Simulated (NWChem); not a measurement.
Species: CClF, singlet; SMILES F[C]Cl

Computed with NWChem. Low-valent species are run as closed-shell singlets; no triplet was tried in these runs. Structure relaxed at the B3LYP/6-31G* (spherical d) level. Static field.

### Question
Predict the results for PBE0/def2-SVPD. Quantities: isotropic polarisability (bohr³); anisotropy (bohr³).

### Answer
| Quantity | Value |
|---|---|
| isotropic polarisability (bohr³) | 30.0 |
| anisotropy (bohr³) | 16.8 |
